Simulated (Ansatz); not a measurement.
Isolated molecules relaxed with PBE0-D4/def2-TZVP in Ansatz; ΔE leaves out vibrations. CCSD(T)/CBS is the MP2 limit (def2-TZVPP, def2-QZVPP) plus CCSD(T) − MP2 in def2-TZVPP, frozen cores. This one scheme is used for every species, atoms too. DFT in def2-TZVPP. B3LYP here is the variant with VWN-RPA as its local correlation; programs differ in this. No spin–orbit coupling; open shells (•) take unrestricted orbitals. Spin–orbit coupling would lower the free atoms: a little for B, C, O.

Consider the atomization: `CB1COC=N1` → B• + 3 C• + 6 H• + N• + O•.

`CB1COC=N1`:

Cartesian coordinates in Å:
```
C -0.264 -1.717 -0.680
B -0.188 -0.254 -0.156
C 0.967 0.461 0.656
O 0.456 1.807 0.813
C -0.730 1.810 0.211
N -1.202 0.763 -0.354
H 0.473 -2.395 -0.247
H -0.104 -1.706 -1.766
H -1.266 -2.132 -0.534
H 1.153 0.056 1.655
H 1.931 0.527 0.142
H -1.225 2.780 0.260
```

Problem. What is ΔE at CCSD(T)/CBS? (Estimate.)

Solution. The calculation gave: +1214.4 kcal/mol.

Problem. What do these levels give: r2SCAN-D4, PBE0-D4, B3LYP-D4, PBE0, B3LYP, HF/def2-TZVPP, SCS-MP2/def2-TZVPP, CCSD/def2-TZVPP, HF/def2-QZVPP, HF/CBS(def2), MP2/CBS(def2), CCSD/CBS(def2)? (Estimate.)

Solution. Ansatz gave: r2SCAN-D4 1227.6, PBE0-D4 1233.9, B3LYP-D4 1223.4, PBE0 1229.3, B3LYP 1214.6, HF/def2-TZVPP 876.5, SCS-MP2/def2-TZVPP 1202.0, CCSD/def2-TZVPP 1161.6, HF/def2-QZVPP 878.0, HF/CBS(def2) 878.2, MP2/CBS(def2) 1244.0, CCSD/CBS(def2) 1192.5 kcal/mol.

Largest T1 diagnostic among the species: 0.015.

The D4 term adds +8.8 kcal/mol with B3LYP and +4.6 kcal/mol with PBE0; it sums over pairs of atoms, weighted by their polarisabilities, and B3LYP, whose exchange is more repulsive, gets the larger term. In def2-TZVPP, CCSD(T) changes the Hartree–Fock value by +306.9 kcal/mol (the triples alone add +21.9 kcal/mol) and MP2 by +336.6 kcal/mol; breaking electron pairs costs correlation energy, which Hartree–Fock lacks. From PBE to PBE0 (25 % exact exchange), in def2-TZVPP and without D4, ΔE moves by −28.4 kcal/mol: exact exchange takes away binding that semilocal exchange gives to molecules.

For atomizations the MP2-based limit and the directly extrapolated one differ by several kJ/mol either way, and by 10 to 25 for some Ge, Se and Sn compounds, so smaller differences from it don't rank the levels.
